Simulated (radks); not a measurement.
Sc II, configuration [Ar] 3d1 4s1.

Method: scalar-relativistic Kohn-Sham, Slater X-alpha with alpha = 0.667, spin-unpolarised, spherical densities, finite nucleus; Fermi nuclear charge, rms radius 3.5459 fm; computed with a radial shooting solver on a logarithmic mesh with Libxc functionals.

Energy parts (hartree):
| part | energy |
|---|---|
| total | -760.43612 |
| kinetic | 766.90998 |
| electron-nucleus | -1806.01998 |
| Hartree | 313.94526 |
| exchange | -35.27139 |

Orbitals (lengths in bohr, moments of r in powers of bohr; r(max) is where P^2 peaks):
orbital	occ.	eigenvalue (hartree)	<r^4>	<r^2>	r(max)
1s	2	-161.3277	0.0001336	0.007206	0.04791
2s	2	-17.57379	0.03496	0.1406	0.2843
2p	6	-14.45170	0.02861	0.1175	0.2323
3s	2	-2.21664	2.944	1.343	0.9269
3p	6	-1.44016	4.654	1.621	0.9675
3d	1	-0.32835	41.47	4.003	1.095
4s	1	-0.33223	270.1	13.14	2.928

The highest occupied level is 3d at -8.935 eV. The electron density at the nucleus is 7246 e/bohr^3 (large components only).
